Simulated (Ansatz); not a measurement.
Molecule: AuH (charge 0, singlet). SMILES: [AuH]
Geometry: optimised at B3LYP-D3(BJ)/def2-TZVP (Ansatz, a first-principles code).

Wanted: vertical electron affinity (to the doublet state of charge -1; a negative value means that the extra electron is unbound and the number depends on the basis; each state is the SCF solution reached for its spin; for the singlet T1 is 0.032), in eV. Correlated levels leave the core frozen unless marked. Open shells are spin-unrestricted. Spin-orbit coupling is left out. Frozen are the shells of the preceding noble gas and the d and f shells that filled before the atom's block. In def2 rows, elements after Kr have scalar-relativistic effective core potentials. Anions need diffuse functions: def2-D sets add few. CBS(X,Y): correlation extrapolated as X^-3; Hartree-Fock from the larger set.

```tsv
level	program	vertical electron affinity (eV)
SVWN5/def2-TZVPD	Ansatz	0.66
PBE/def2-TZVPD	Ansatz	0.52
B3LYP/def2-TZVPD	Ansatz	0.57
PBE0/def2-TZVPD	Ansatz	0.50
BHLYP/def2-TZVPD	Ansatz	0.42
CAM-B3LYP/def2-TZVPD	Ansatz	0.57
wB97M-V/def2-TZVPD	Ansatz	0.42
wB97X/def2-TZVPD	Ansatz	0.39
CCSD/def2-SVPD	Ansatz	0.21
CCSD/def2-TZVPPD	Ansatz	0.38
CCSD/def2-QZVPPD	Ansatz	0.50
CCSD/CBS(def2-TZVPPD,def2-QZVPPD)	Ansatz	0.52
CCSD(T)/def2-QZVPPD	Ansatz	0.54
CCSD(T)/CBS(def2-TZVPPD,def2-QZVPPD)	Ansatz	0.58
```
